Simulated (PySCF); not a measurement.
C4H10PSi (doublet state).
Structure used (GFN2-xTB), in Å, numbered top down from 1:
```xyz
16
C4H10PSi angstrom
P      2.864    0.085   -0.464
Si     0.981    0.363    0.749
C     -0.085   -1.243    0.736
C     -1.135   -0.955   -0.333
C     -1.577    0.500   -0.193
C     -0.334    1.384   -0.224
H      3.582   -0.484    0.574
H      3.356    1.350   -0.191
H      0.493   -2.135    0.500
H     -0.570   -1.414    1.696
H     -1.988   -1.631   -0.245
H     -0.694   -1.097   -1.323
H     -2.277    0.771   -0.986
H     -2.088    0.625    0.764
H     -0.544    2.372    0.179
H      0.009    1.518   -1.252
```

The hyperfine couplings belong to this conformer and change with its torsions.

Identity: `C1CC[Si](P)C1` [radical].

Method: PySCF, UKS B3LYP, pcH-1 on C H P Si, non-relativistic, mean-field spin-orbit, GIAO. Geometry: GFN2-xTB, one conformer, isolated molecule. The geometry wasn't refined by DFT: couplings that depend on bond lengths, twists or pyramidal angles can differ widely from those at the functional's own minimum, by a factor of two or more for some ions and for spin on atoms past the first row. No stability test was run, so a lower SCF solution isn't excluded.

Question: Break the g tensor into its mass correction, gauge correction and orbital-Zeeman/spin–orbit terms.

Answer: 
| Δg (ppm) | 1 | 2 | 3 |
| --- | --- | --- | --- |
| relativistic mass correction | -149 | -149 | -149 |
| gauge correction | 21 | 64 | 72 |
| orbital Zeeman/spin–orbit | -863 | 1343 | 4359 |
| total | -990 | 1258 | 4282 |

So g = 2.00133, 2.00358, 2.00660 and g_iso = 2.00384; the tensor is rhombic: the two nearest values differ by 43 % of g3 − g1. Axes: g2 points within 8° of the P1–Si2 bond.

Question: At 33.806 GHz, how far is the centre of the isotropic spectrum from where a free electron (g = 2.002319) resonates?

Answer: B = hν/(g μB) with μB/h = 13.99624 MHz/mT gives 1206.28 mT for the free electron and 1205.37 mT at g_iso, 0.91 mT lower.

Question: What are the electron Larmor frequencies g μB B/h along the three axes at 350 mT?

Answer: 9.8039, 9.8149, 9.8297 GHz for g1, g2 and g3, a range of 25.8 MHz.

Question: In a frozen sample, at which fields do the three g values resonate at 9.5, 34, 94 and 263 GHz (hyperfine left aside), and which band first spreads them over more than twice a line width of 0.3 mT?

Answer: 
```json
{"band": "X", "GHz": "9.5", "B(g3) mT": "338.26", "B(g2) mT": "338.77", "B(g1) mT": "339.15", "spread mT": "0.89"}
{"band": "Q", "GHz": "34.0", "B(g3) mT": "1210.62", "B(g2) mT": "1212.44", "B(g1) mT": "1213.80", "spread mT": "3.19"}
{"band": "W", "GHz": "94.0", "B(g3) mT": "3347.00", "B(g2) mT": "3352.05", "B(g1) mT": "3355.81", "spread mT": "8.82"}
{"band": "J", "GHz": "263.0", "B(g3) mT": "9364.47", "B(g2) mT": "9378.60", "B(g1) mT": "9389.14", "spread mT": "24.67"}
```

The spread grows in proportion to the frequency. X band is the first where it exceeds 0.6 mT.

Largest spin populations (Mulliken): Si2 (+0.82) and P1 (+0.12). No atom but Si2 exceeds +0.15. The angles at Si2 add up to 315.6°, so it is pyramidal.

The HOMO–LUMO gaps are 5.66 eV among the α and 4.74 eV among the β orbitals.
